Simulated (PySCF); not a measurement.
System: sum formula SiNH3Br3, net charge 1, singlet state. It need not be the lowest isomer of its formula. 
Coordinates optimised at B3LYP-D3(BJ)/def2-TZVP (Ansatz):
SMILES: [NH3+][Si](Br)(Br)Br
```xyz
8

Si     0.2277     0.0248    -0.0608
Br     0.3446    -0.5226     2.0355
Br    -0.4585    -1.5476    -1.3892
Br    -0.5948     1.9931    -0.4570
N      2.0546     0.2236    -0.5487
H      2.5723    -0.6484    -0.4091
H      2.5108     0.9489     0.0114
H      2.1485     0.4865    -1.5336
```
Charge +1, spin multiplicity 1.

Dispersion corrections to the total energy (kcal/mol) from the dftd3 and dftd4 libraries through PySCF: D3(BJ) without and D4 with the three-body term, each with the damping fitted for the functional named.

| functional | D3(BJ) | D4 |
|---|---|---|
| LC-wPBE | -8.16 | -8.53 |
| CAM-B3LYP | -7.23 | -6.78 |
| BP86 | -14.29 | -10.80 |
| BHLYP | … | -11.19 |
| B3LYP | … | -12.36 |
| r2SCAN | … | -1.65 |
| TPSS | -9.76 | -10.06 |

Q: Fill in the missing entries.

A: 
- BHLYP, D3(BJ): -12.31
- B3LYP, D3(BJ): -14.15
- r2SCAN, D3(BJ): -2.07
